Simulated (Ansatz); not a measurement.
Start from `[CH3][V](=[NH])([NH2])[NH2]` and change one atom or group to get `[NH]=[V]([NH2])([NH2])[OH]`.

Ansatz, PBE0-D4/def2-TZVP geometries, multiplicity 1. Each molecule was computed in one conformer, which needn't be the lowest.

Scalar relativity is left out up to krypton.

| property | `[CH3][V](=[NH])([NH2])[NH2]` |
| --- | --- |
| LUMO energy (PBE/def2-TZVPP) / eV | -2.17 |
| HOMO–LUMO gap (PBE/def2-TZVPP) / eV | 3.74 |
| size of the dipole moment (ωB97M-V/def2-TZVPP) / D | 1.48 |
| HOMO–LUMO gap (PBE0/def2-TZVPP) / eV | 6.14 |
| HOMO–LUMO gap (ωB97M-V/def2-TZVPP) / eV | 10.70 |
| HOMO energy (PBE/def2-TZVPP) / eV | -5.92 |

(1) Give the same properties after the change, and the shifts. (Estimate.)

## Answers

(1) Ansatz gave: 
| property | `[NH]=[V]([NH2])([NH2])[OH]` | shift |
| --- | --- | --- |
| LUMO energy (PBE/def2-TZVPP) / eV | -2.06 | 0.11 |
| HOMO–LUMO gap (PBE/def2-TZVPP) / eV | 3.30 | -0.44 |
| size of the dipole moment (ωB97M-V/def2-TZVPP) / D | 1.02 | -0.46 |
| HOMO–LUMO gap (PBE0/def2-TZVPP) / eV | 5.52 | -0.62 |
| HOMO–LUMO gap (ωB97M-V/def2-TZVPP) / eV | 9.97 | -0.73 |
| HOMO energy (PBE/def2-TZVPP) / eV | -5.36 | 0.56 |

The zero-point energy changes by -58.8 kJ/mol with -6 modes. Dipoles are sizes alone; their direction can turn.

Positive LUMOs are unbound, so they and the gaps depend on the basis.
